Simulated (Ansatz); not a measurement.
Wavefunction ladder for `O[SiH2]I`

```xyz
6

O    -0.176   -0.551    1.222
Si   -0.281    0.096   -0.276
I     1.647    1.519   -0.772
H     0.609   -1.055    1.446
H    -0.301   -0.937   -1.337
H    -1.498    0.929   -0.283
```

The species carries charge 0 and has multiplicity 1. Correlated methods include outer-core shells of I, which these sets cover unevenly. I takes the def2 core potential. The geometry is a stationary point of PBE0-D4/def2-TZVP. It is one conformer, not always the lowest. Frozen core, restricted reference, Ansatz 0.2.0.

| basis | HF (Eh) | MP2 corr. |
| --- | --- | --- |
| def2-SVP | -662.12239 | -0.40382 |
| def2-TZVPP | -662.34129 | -0.86147 |
| def2-QZVPP | -662.35565 | -1.06269 |

(1) Estimate the CCSD correlation energy and the (T) correction in each basis where they were run (hartree).

Results:

(1) 
```tsv
basis	CCSD corr.	(T)
def2-SVP	-0.43136	-0.00930
def2-TZVPP	-0.84952	-0.02318
```
